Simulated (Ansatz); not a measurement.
Which isomer of CH3STe+ gives these data?

These gas-phase data were calculated for one isomer of CH3STe+ at PBE0-D3(BJ)/def2-SVP (harmonic, unscaled wavenumbers; equilibrium rotational constants with average atomic masses):

```
rotational constants            : 19.23, 2.145, 1.954 GHz
all wavenumbers above 1500 cm⁻¹ : 3220, 3159, 3046
```

Candidates:

(1) `C1[SH+][Te]1`, a singlet
(2) `C[S+]=[Te]`, a singlet

Q: Which structure fits?

A: Candidate (2). No mode falls between 2500 and 2800 cm⁻¹, where the S–H stretch of (1) would stand.

The same quantities for all candidates:

```tsv
	rotational constants (GHz)	wavenumbers above 1500 cm⁻¹	E above the lowest, PBE0-D3(BJ)/def2-SVP (kcal/mol)
(1)	14.48, 2.779, 2.408	3268, 3146, 2634	3.1
(2)	19.23, 2.145, 1.954	3220, 3159, 3046	0.0
```

Harmonic stretches to hydrogen usually lie a few per cent above observed fundamentals. Atoms past krypton carry core potentials. Programs: Ansatz 0.2.0.
